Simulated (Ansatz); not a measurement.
Hf(Cl)2(SH)2 (Cl₂H₂HfS₂), SMILES [Hf]([SH])([Cl])([Cl])[SH], multiplicity 1.

Coordinates come from a PBE-D3(BJ)/def2-SVP optimisation. The spin state was assumed, not searched. The structure was generated by enumeration; whether it is a known compound was not checked. The def2 effective core potentials stand for the cores of Hf; spin–orbit coupling is left out. One conformer was computed; it need not be the lowest.

Two levels are set side by side: PBE/def2-SVPD (Ansatz, a quantum-chemistry and plane-wave program) and PBE0/def2-SVPD (Ansatz). Energy differences of separate SCF runs at the same geometry; the states with an electron removed or added have multiplicity 2 and 2. Differences are taken from unrounded values.

```
quantity                            PBE0   PBE  PBE minus PBE0
---------------------------------  -----  ----  --------------
vertical ionisation energy (eV)    10.01  9.61           -0.40
vertical electron affinity (eV)     0.85  0.69           -0.16
vertical singlet–triplet gap (eV)   4.24  4.03           -0.20
```
